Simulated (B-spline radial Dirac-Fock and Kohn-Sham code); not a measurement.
Scattering functions of Dy⁵⁹⁺

System: dysprosium as Dy⁵⁹⁺, [He] 2s2 2p3.

Method: relativistic Hartree-Fock (Dirac-Fock) wave functions, averaged over the configuration. Computed with a radial atomic solver. f₀ is the Fourier transform of the spherical electron density, S the Waller-Hartree incoherent function, and s = sin θ/λ.

```csv
s (Å⁻¹),f₀,S
0,7.000,0.000
0.05,6.999,0.001
0.1,6.997,0.004
0.15,6.993,0.009
0.2,6.988,0.016
0.25,6.982,0.025
0.3,6.974,0.036
0.35,6.964,0.049
0.4,6.953,0.063
0.45,6.941,0.080
0.5,6.927,0.099
0.6,6.896,0.141
0.7,6.858,0.191
0.8,6.816,0.248
0.9,6.768,0.312
1,6.715,0.382
1.1,6.658,0.458
1.2,6.595,0.540
1.4,6.458,0.719
1.6,6.304,0.917
1.8,6.137,1.128
2,5.957,1.351
2.5,5.470,1.934
3,4.955,2.518
3.5,4.440,3.067
4,3.950,3.557
5,3.099,4.333
6,2.459,4.863
```

f₀ starts at the number of electrons, 7, and has fallen to half at s ≈ 4.53 Å⁻¹. The sum of ⟨r²⟩ over the electrons is 0.03982 bohr².
